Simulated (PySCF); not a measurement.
PBE on Ti⁻ (titanium, charge -1), [Ar] 3d3 4s2, high-spin 4F determinant. All numbers are calculated (PySCF 2.14, no relativity, point nucleus, in dyall-av2z).

```
cycle= 1 E= -849.148458954315  delta_E= -0.0304  |g|= 0.084  |ddm|= 0.948
cycle= 2 E= -849.132825027755  delta_E= 0.0156  |g|= 0.21  |ddm|= 0.231
cycle= 3 E= -849.150916332827  delta_E= -0.0181  |g|= 0.0233  |ddm|= 0.23
cycle= 4 E= -849.15102111306  delta_E= -0.000105  |g|= 0.0234  |ddm|= 0.118
cycle= 5 E= -849.151485229561  delta_E= -0.000464  |g|= 0.00148  |ddm|= 0.047
cycle= 6 E= -849.151486856001  delta_E= -1.63e-06  |g|= 5.94e-05  |ddm|= 0.00546
cycle= 7 E= -849.15148687222  delta_E= -1.62e-08  |g|= 5.07e-06  |ddm|= 0.000941
cycle= 8 E= -849.151486872258  delta_E= -3.77e-11  |g|= 1.06e-06  |ddm|= 3.1e-05
converged SCF energy = -849.151486872258  <S^2> = 3.7889911  2S+1 = 4.0194483
```

Highest occupied orbital energy: 1.916 eV; ⟨L²⟩ = 12.00; populations by l: s 8.00, p 12.00, d 3.00, f 0.00.

Q: Can this result be used?

A: With care. The calculation finished and met its thresholds. At PBE the highest occupied level has a positive energy, so only the finite basis holds that electron; in a semilocal or global hybrid functional this comes from self-interaction and does not mean that the real anion is unbound.
